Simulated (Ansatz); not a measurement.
Total energies of the cluster Zn₃⁻ from Ansatz at PBE0/def2-TZVPD, gas phase (1 Eh = 27.2114 eV = 2625.5 kJ/mol). The reference geometry is relaxed at PBE0/def2-TZVPD.

Cartesian coordinates in Å:
```
Zn 0.882 1.286 -0.010
Zn -1.342 -0.032 -0.794
Zn 0.460 -1.254 0.805
```

```csv
state,geometry,energy (Eh)
charge -1 doublet,reference,-5337.46515
charge 0 singlet,reference,-5337.44004
charge -1 quartet,relaxed at PBE0/def2-TZVPD,-5337.39634
```

Problem. Work out the vertical ionisation energy to the singlet.

Solution. E(charge 0 singlet) − E(charge -1 doublet) = -5337.44004 − (-5337.46515) = 0.02511 Eh = 0.68 eV. For comparison, −ε of the highest occupied level of the spin that leaves is -0.61 eV at this level, 1.29 eV less.

Problem. Which of the charge -1 states is lowest, and how far above it are the others?

Solution. The doublet. quartet: -5337.39634 − (-5337.46515) = 0.06881 Eh = 180.7 kJ/mol.

At PBE0/def2-TZVPD the highest occupied level of the charge -1 doublet lies above zero (up to 0.61 eV). By energy differences its removal costs 0.68 eV (vertical, to the charge 0 singlet, at PBE0/def2-TZVPD); a positive level beside a positive removal energy at the same level points to self-interaction error. At PBE0/def2-TZVPD the highest occupied level of the charge -1 quartet lies above zero (up to 0.56 eV). It is a level of α spin, whose loss leaves a triplet; that state wasn't run at this geometry and level. The electron is either unbound and held by the finite basis, or the level is raised by self-interaction error. 

The structure comes from a short search, and lower isomers may exist.
